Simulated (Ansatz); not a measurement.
Calculated with Ansatz (gas phase, PBE0-D4/def2-TZVP geometries, no zero-point term in ΔE). CCSD(T)/CBS is the MP2 limit (def2-TZVPP, def2-QZVPP) plus CCSD(T) − MP2 in def2-TZVPP, frozen cores. DFT in def2-TZVPP. For Br, Ga outer-core shells are correlated without core-valence functions, which leaves a few kJ/mol of doubt a bond. Scalar relativity is left out up to krypton. One conformer a species, not always the lowest.

Reaction (redistribution): `[CH3][Al]([OH])[Br]` + `[SiH3][GaH2]` → `[CH3][Al]([OH])[SiH3]` + `[GaH2][Br]`

| level | ΔE (kcal/mol) |
| --- | --- |
| PBE0-D4 | 9.1 |
| ωB97X-V | 9.4 |
| PBE-QIDH | 9.7 |
| BLYP | 8.7 |
| RPA@PBE/def2-TZVPP | 9.2 |
| HF/def2-SVP | 9.7 |
| CCSD(T)/def2-SVP | 9.1 |
| MP2/def2-TZVPP | 10.6 |

**Question.** What does CCSD(T)/CBS give? (An estimate is asked.)

**Answer.** Ansatz gave: +10.3 kcal/mol. The listed levels differ from it by -1.2, -0.9, -0.6, -1.6, -1.1, -0.6, -1.2, 0.3 kcal/mol.

Largest T1 diagnostic among the species: 0.013.

From BLYP to BHLYP (50 % exact exchange), in def2-TZVPP and without D4, ΔE moves by +1.1 kcal/mol. At CCSD(T), def2-SVP lies −1.2 kcal/mol from the extrapolated value and def2-TZVPP −0.7 kcal/mol. Leaving LDA and LC-ωPBE aside and taking each functional with its dispersion term where it has one, the values, not all of them listed here, spread over 2.2 kcal/mol, from PBE-D4 to ωB97M-V.
